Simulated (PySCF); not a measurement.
Relaxation of singlet BeI2

Computed with PySCF, PBE0, basis Be def2-TZVP, I def2-TZVP with ECP28 (scalar-relativistic core potentials, no spin–orbit coupling, density fitting). A (50,194) grid was used.

A hand-made linear start, of D∞h symmetry, held to at least that symmetry:

```xyz
3
charge 0 multiplicity 1, angstrom
Be    0.0000    0.0000    0.0000
I     0.0000    0.0000    2.3500
I     0.0000    0.0000   -2.3500
```

Optimiser trace:
```csv
step,E − E(last) (kJ/mol),largest gradient (Eh/bohr)
0,35.82,0.03438
1,9.60,0.01989
2,0.90,0.00706
3,0.03,0.00115
4,0.00,0.00006
```

It ends at D∞h with Be–I 2.162 Å (×2); I–Be–I 180.0°. A frequency run shows a minimum. Other isomers or separated fragments may lie lower.

The relaxation took 8.5 s on 4 threads of a shared Arm Neoverse V1 host, with 119 basis functions and 5 gradients; the process peaked at 0.6 GiB. Launch command: `OMP_NUM_THREADS=4 python axn.py task.json out`.
